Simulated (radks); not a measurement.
Te, 52 electrons, occupied as [Kr] 4d10 5s2 5p4.

All-electron calculation, Dirac Kohn-Sham, Slater X-alpha with alpha = 0.667, spin-unpolarised, spherical densities, point nucleus; open shells are shared between the two j in proportion to 2j + 1. Program: a radial shooting solver on a logarithmic mesh with Libxc functionals.

Energy parts (eV):
part                   energy
total             -184663.748
kinetic            195353.876
electron-nucleus  -448982.397
Hartree             73465.087
exchange            -4500.315

Orbitals (lengths in bohr, moments of r in powers of bohr; <r^-3> diverges for s and p1/2; r(max) is where P^2 peaks):
\begin{tabular}{lrrrrrr}
orbital & occ. & eigenvalue (eV) & r(max) & <r^-3> & <1/r> & small-component weight \\ \hline
1s1/2 & 2 & -31568.54 & 0.01795 & - & 55.53 & 3.66e-02 \\
2s1/2 & 2 & -4838.758 & 0.1016 & - & 12.93 & 7.79e-03 \\
2p1/2 & 2 & -4535.696 & 0.07796 & - & 12.92 & 7.82e-03 \\
2p3/2 & 4 & -4261.605 & 0.08267 & 4901 & 11.95 & 7.44e-03 \\
3s1/2 & 2 & -961.0796 & 0.2932 & - & 4.595 & 2.29e-03 \\
3p1/2 & 2 & -836.2798 & 0.2794 & - & 4.508 & 2.23e-03 \\
3p3/2 & 4 & -785.2228 & 0.2900 & 931.9 & 4.270 & 2.13e-03 \\
3d3/2 & 4 & -564.2411 & 0.2359 & 148.4 & 4.124 & 2.01e-03 \\
3d5/2 & 6 & -553.5537 & 0.2389 & 137.7 & 4.063 & 1.98e-03 \\
4s1/2 & 2 & -162.3257 & 0.7011 & - & 1.839 & 6.47e-04 \\
4p1/2 & 2 & -119.3958 & 0.7211 & - & 1.726 & 5.85e-04 \\
4p3/2 & 4 & -109.6023 & 0.7459 & 178.7 & 1.647 & 5.51e-04 \\
4d3/2 & 4 & -41.0908 & 0.8063 & 20.93 & 1.380 & 4.06e-04 \\
4d5/2 & 6 & -39.6183 & 0.8154 & 19.20 & 1.360 & 3.97e-04 \\
5s1/2 & 2 & -14.1647 & 1.788 & - & 0.6269 & 1.01e-04 \\
5p1/2 & 1.33333 & -5.5851 & 2.100 & - & 0.4990 & 6.43e-05 \\
5p3/2 & 2.66667 & -4.7875 & 2.202 & 14.23 & 0.4710 & 5.77e-05 \\
\end{tabular}

The highest occupied level is 5p3/2 at -4.788 eV. Summed over all electrons, <r^2> = 63.40 bohr^2, which gives a Langevin (diamagnetic) susceptibility term of -50.2 x 10^-6 cm^3/mol. The density falls to 0.001 e/bohr^3 at r = 4.67 bohr. For comparison, the ionisation energy in NIST's Atomic Spectra Database is 9.010 eV (measured). In exact Kohn-Sham theory the highest level is minus the ionisation energy, but local and semilocal functionals leave it too shallow, through self-interaction and a potential that decays too fast; potentials with the right tail come closer.

Beside tabulated values, note that spin-unpolarised runs miss the spin-polarisation part of the exchange energy of open shells.
